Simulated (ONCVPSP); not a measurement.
# nitrogen (N): excitation energies, all-electron against ONCV

```
Element                 : N
Generator               : ONCVPSP 4.0.1
Type                    : optimised norm-conserving Vanderbilt (ONCV)
Functional              : PBE
Relativity              : non-relativistic
Frozen core             : [He]
Valence charge          : 5
Reference configuration : 2s2 2p3
Partial waves           : 2s: rc 0.95 bohr, ncon 3, nbas 6, qcut 7.9 1/bohr, 2 projectors, debl 1.7 Ha; 2p: rc 1.50 bohr, ncon 4, nbas 8, qcut 7.9 1/bohr, 2 projectors, debl 2.6 Ha
Local potential         : polynomial inside 0.65 bohr (lpopt 5, dvloc0 2 Ha)
Core correction         : none
```

Energies are relative to the spin-unpolarised reference configuration 2s2 2p3; without spin polarisation the order of configurations can differ from experiment.

Task: Give the all-electron excitation energy and the error of the potential for: 2s2 2p2; 2s2 2p1; 2s2 2p0; 2s2 2p2.5.

Result:

| valence configuration | charge | ΔE all-electron (eV) | error AE − PS (meV) |
| --- | --- | --- | --- |
| 2s2 2p2 | +1 | 13.597 | +18 |
| 2s2 2p1 | +2 | 42.456 | +162 |
| 2s2 2p0 | +3 | 89.540 | +721 |
| 2s2 2p2.5 | +0.5 | 5.096 | +2.7 |

Levels in the configuration 2s2 2p0:

```csv
level,all-electron (eV),pseudo (eV)
2s,-68.081,-67.653
```
